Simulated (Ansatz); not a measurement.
Geometry optimisation, Ansatz 0.2.0, RKS PBE-D4/def2-SVP.

Input file:

```yaml
crystal:
  periodic: [false, false, false]
  atoms:
    - { symbol: S, position_ang: [-1.1372, -0.8516, 1.6297] }
    - { symbol: C, position_ang: [-0.703, 0.1073, 0.1284] }
    - { symbol: Ga, position_ang: [-0.4756, 1.9256, -0.7191] }
    - { symbol: Ge, position_ang: [1.0627, -0.5739, -0.5483] }
    - { symbol: H, position_ang: [-0.1648, -0.2241, 2.372] }
    - { symbol: H, position_ang: [-1.481, 0.0057, -0.6501] }
    - { symbol: H, position_ang: [-0.47418, 0.75763, -1.89495] }
    - { symbol: H, position_ang: [0.9421, -2.1112, -0.6622] }
    - { symbol: H, position_ang: [1.2742, 0.0345, -1.9028] }
basis:
  gaussian: { orbitals: def2-SVP }
hamiltonian:
  xc: pbe
  dispersion: d4
relax:
  f_tol: 0.015
  max_steps: 40
output:
  orbitals: {}
```

Command:

```bash
$ ansatz run input.yaml --threads 2 --pin off --max-ram 3072MiB --backend cpu --events-out ev --progress --plain --runs-dir out
```

Task: Where does it end, and by what steps?

Result: The forces met the threshold. After 25 steps the energy has fallen by 3.691 eV; Ga3 moved furthest, 1.58 Å. Parted: Ga3–Ge4, Ga3–H7. Joined: S1–Ga3, Ge4–H7.

```json
{"step": "0", "energy less start (eV)": "0.0000", "largest force component (eV/Å)": "1.812", "accepted": "yes"}
{"step": "1", "energy less start (eV)": "-0.6274", "largest force component (eV/Å)": "1.026", "accepted": "yes"}
{"step": "2", "energy less start (eV)": "-0.9734", "largest force component (eV/Å)": "0.934", "accepted": "yes"}
{"step": "3", "energy less start (eV)": "-1.1249", "largest force component (eV/Å)": "0.729", "accepted": "yes"}
{"step": "4", "energy less start (eV)": "-1.2857", "largest force component (eV/Å)": "0.657", "accepted": "yes"}
{"step": "5", "energy less start (eV)": "-1.4741", "largest force component (eV/Å)": "0.781", "accepted": "yes"}
{"step": "6", "energy less start (eV)": "-1.7427", "largest force component (eV/Å)": "0.889", "accepted": "yes"}
{"step": "7", "energy less start (eV)": "-2.0769", "largest force component (eV/Å)": "0.790", "accepted": "yes"}
{"step": "8", "energy less start (eV)": "-2.4319", "largest force component (eV/Å)": "0.550", "accepted": "yes"}
{"step": "9", "energy less start (eV)": "-2.7090", "largest force component (eV/Å)": "0.592", "accepted": "yes"}
{"step": "10", "energy less start (eV)": "-2.9835", "largest force component (eV/Å)": "0.495", "accepted": "yes"}
{"step": "11", "energy less start (eV)": "-3.2067", "largest force component (eV/Å)": "0.614", "accepted": "yes"}
{"step": "12", "energy less start (eV)": "-3.3449", "largest force component (eV/Å)": "0.990", "accepted": "yes"}
{"step": "13", "energy less start (eV)": "-3.4530", "largest force component (eV/Å)": "0.332", "accepted": "yes"}
{"step": "14", "energy less start (eV)": "-3.5074", "largest force component (eV/Å)": "0.341", "accepted": "yes"}
{"step": "15", "energy less start (eV)": "-3.5543", "largest force component (eV/Å)": "0.198", "accepted": "yes"}
{"step": "16", "energy less start (eV)": "-3.5646", "largest force component (eV/Å)": "0.150", "accepted": "yes"}
{"step": "17", "energy less start (eV)": "-3.5799", "largest force component (eV/Å)": "0.426", "accepted": "yes"}
{"step": "18", "energy less start (eV)": "-3.6205", "largest force component (eV/Å)": "0.347", "accepted": "yes"}
{"step": "19", "energy less start (eV)": "-3.6395", "largest force component (eV/Å)": "0.687", "accepted": "yes"}
{"step": "20", "energy less start (eV)": "-3.6823", "largest force component (eV/Å)": "0.136", "accepted": "yes"}
{"step": "21", "energy less start (eV)": "-3.6881", "largest force component (eV/Å)": "0.094", "accepted": "yes"}
{"step": "22", "energy less start (eV)": "-3.6898", "largest force component (eV/Å)": "0.052", "accepted": "yes"}
{"step": "23", "energy less start (eV)": "-3.6904", "largest force component (eV/Å)": "0.030", "accepted": "yes"}
{"step": "24", "energy less start (eV)": "-3.6906", "largest force component (eV/Å)": "0.021", "accepted": "yes"}
{"step": "25", "energy less start (eV)": "-3.6906", "largest force component (eV/Å)": "0.011", "accepted": "yes"}
```

```xyz
9
Properties=species:S:1:pos:R:3
S -0.791 -0.463 1.677
C -0.954 0.114 -0.082
Ga -1.261 2.073 0.648
Ge 0.502 -0.471 -1.251
H 0.499 -0.057 1.878
H -1.919 -0.318 -0.427
H 0.272 0.087 -2.683
H 0.668 -2.018 -1.320
H 1.827 0.123 -0.688
```

Whether the end is a true minimum wasn't checked by a vibrational analysis.

Time of the run: 70 s on 2 threads of Intel(R) Xeon(R) Platinum 8375C CPU @ 2.90GHz (Ice Lake), with other jobs on the host, peak memory 0.32 GiB.
